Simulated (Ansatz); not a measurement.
System: CH$_{13}$NSi$_{4}$ (charge 0, singlet). SMILES: C[Si]([SiH3])([SiH3])N[SiH3]
Geometry from a B3LYP-D3(BJ)/def2-TZVP (Ansatz, a program for electronic structure) optimisation:
```
Si
N 1 1.7448
H 2 1.0125 1 114.61
Si 2 1.7279 3 114.86 1 -171.86
H 4 1.4798 2 107.98 3 -158.45
H 4 1.4825 5 110.12 2 -119.34
H 4 1.4851 5 107.89 6 -117.26
C 1 1.8824 2 110.60 3 61.67
H 8 1.0918 1 110.68 2 60.79
H 8 1.0922 9 108.40 1 -121.83
H 8 1.0926 9 108.07 10 -116.58
Si 1 2.3491 2 110.12 3 -177.02
H 12 1.4832 1 111.76 2 55.29
H 12 1.4839 13 108.79 5 58.83
H 12 1.4858 13 108.20 14 117.28
Si 1 2.3520 2 109.38 3 -58.32
H 16 1.4846 1 110.83 2 -64.70
H 16 1.4857 17 108.31 1 123.05
H 16 1.4883 17 107.82 18 116.47
```

Quantity: atomisation energy (electronic, to ground-state atoms), in kcal/mol. Correlated levels leave the core frozen unless marked. Open shells are spin-unrestricted. No spin-orbit coupling. No relativistic terms. The coupled-cluster limit lacks core correlation, which all-electron functionals hold. Basis-set limits of correlation are two-point, X^-3; Hartree-Fock from the larger set. [CCSD(T)-MP2]/basis is that difference in the basis named.

| level | program | atomisation energy (kcal/mol) | minus last row |
|---|---|---|---|
| HF/STO-3G | Ansatz | 1478.9 | 7.9 |
| r2SCAN0-D4/def2-TZVPD | Ansatz + dftd4 | 1453.8 | -17.2 |
| MP2/cc-pV(D+d)Z | Ansatz | 1341.4 | -129.6 |
| RI-MP2/aug-cc-pV(Q+d)Z | Ansatz | 1452.0 | -19.0 |
| SCS-MP2/6-31G | Ansatz | 1157.2 | -313.8 |
| CCSD/STO-3G | Ansatz | 1650.4 | 179.4 |
| CCSD/6-31G | Ansatz | 1163.0 | -308.0 |
| CCSD/aug-cc-pV(T+d)Z | Ansatz | 1422.9 | -48.1 |
| CCSD(T)/cc-pwCVTZ | Ansatz | 1431.9 | -39.1 |
| RI-MP2/CBS(aug-cc-pV(T+d)Z,aug-cc-pV(Q+d)Z)+[CCSD(T)-MP2]/aug-cc-pV(T+d)Z | Ansatz | 1471.0 | 0.0 |
